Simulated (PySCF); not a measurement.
Species: C6H5N2P.
SMILES: `Cc1cpcnc1C#N`

Method used: TDDFT PBE0/def2-SVPD, vertical, gas phase, core orbitals frozen in the response (PySCF 2.14.0, density-fitted response routines). Geometry: GFN2-xTB; no solvent, vibrations or thermal averaging.

**Question.** Predict the UV-vis stick spectrum at this level.

**Answer.** 

```
state  E (eV)  E (kJ/mol)  λ (nm)       f  |μ| (D)  main configurations (H = HOMO, L = LUMO)
   S1    3.39         327   366.0  0.0035     0.52                                 H→L (99%)
   S2    4.32         417   286.7  0.0004     0.16                               H→L+1 (98%)
   S3    4.53         437   274.0   0.194     3.36   H-1→L (74%), H-2→L (11%), H-1→L+1 (10%)
   S4    4.95         478   250.3   0.097     2.27   H-1→L+1 (44%), H-2→L (33%), H-1→L (20%)
   S5    4.99         481   248.6  0.0088     0.68                               H-3→L (98%)
   S6    5.83         562   212.8   0.228     3.21                H-2→L (52%), H-1→L+1 (39%)
   S7    5.85         564   212.0  0.0008     0.19                H-4→L (82%), H-3→L+1 (14%)
   S8    5.86         565   211.6  0.0031     0.37                H-3→L+1 (85%), H-4→L (13%)
```

Triplets, Tamm–Dancoff:

```
state  E (eV)  λ (nm)  main configurations (H = HOMO, L = LUMO)
   T1    2.82   439.3                               H-1→L (94%)
   T2    2.98   415.7                                 H→L (95%)
   T3    3.79   327.0                  H→L+1 (81%), H-3→L (11%)
```

The lowest singlet lies at 3.39 eV (366 nm, ultraviolet) and is very weak; its leading configuration is HOMO→LUMO (99%). The most intense listed level is S6 at 5.83 eV (213 nm, f = 0.228), 2.44 eV above S1. Löwdin shares by element: HOMO nitrogen 44% or more, phosphorus 25%, carbon 17% or more; LUMO phosphorus 31%, carbon 29% or more, nitrogen 9% or more (atoms not listed hold the other 31%). The listed states span 2.47 eV, and the widest gap between neighbours is 0.94 eV (S1 to S2). The oscillator strengths of these states sum to 0.536; summed over the whole spectrum of an exact calculation they would give the number of electrons, 70 (Thomas–Reiche–Kuhn). Weighted by f, the mean energy of these states is 5.17 eV. No computed singlet lies in the visible range (380 to 750 nm); the lowest, at 366 nm, stands 0.13 eV above its violet end (3.26 eV); a Tamm–Dancoff triplet lies at 439 nm, without intensity as long as spin–orbit coupling is left out. The window holds the lowest 8 singlets.
